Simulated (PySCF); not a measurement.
CH8ClNSi3, SMILES N[Si@@]1(Cl)C[SiH2][SiH2]1.

The structure is a stationary point at PBE0-D3(BJ)/def2-SVP. The structure was generated by enumeration; whether it is a known compound was not checked. One conformer was computed; it need not be the lowest.

The numbers are results of PBE/def2-TZVP (PySCF), not measurements.

Gas-phase values at a fixed geometry.

The total energy is -1425.75612 hartree and the highest occupied level comes out as -6.16 eV. The lowest empty level is -1.39 eV, the orbital gap is 4.77 eV and the dipole moment is 1.72 D. The quadrupole, principal values (traceless, Buckingham form, about the centre of nuclear charge) comes out as -11.27, 3.25, 8.02 D·Å and the mean static polarisability is 118.4 bohr³ (17.55 Å³). The polarisability, principal values is 101.6, 115.3, 138.4 bohr³.
